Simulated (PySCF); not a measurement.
## From computed data to an observable: oscillator strength and radiative lifetime

C2H11FSi3, SMILES F[SiH2][SiH2]CC[SiH3].

Geometry: PBE0-D3(BJ)/def2-SVP. The structure was generated by enumeration, and PubChem lists no compound with its InChIKey, so it may never have been made. Other conformers were not sampled.

TDA-PBE/def2-SVPD (PySCF) puts the first singlet state with f over 0.02 at 5.77 eV (vertical), with the transition dipole (-0.359, 0.141, -0.113) in atomic units.

Problem. Find the oscillator strength, the wavelength and the radiative lifetime that this transition would have in vacuum if emission retraced absorption.

Solution. 
|μ|² = 0.1615 au, so |μ| = 1.02 D. ΔE = 5.77/27.211 = 0.2120 hartree. f = (2/3) ΔE |μ|² = 0.023 (the program prints 0.023).
λ = 1239.84/5.77 = 215 nm; ν = 46538 cm⁻¹.
Einstein's coefficient A = 0.6670 ν² f s⁻¹ (ν in cm⁻¹) = 3.3e7 s⁻¹, so τ = 1/A = 30 ns. This state is S1. The figure is the radiative limit of this one transition; relaxation, internal conversion, crossing to triplets and a medium change what is measured.
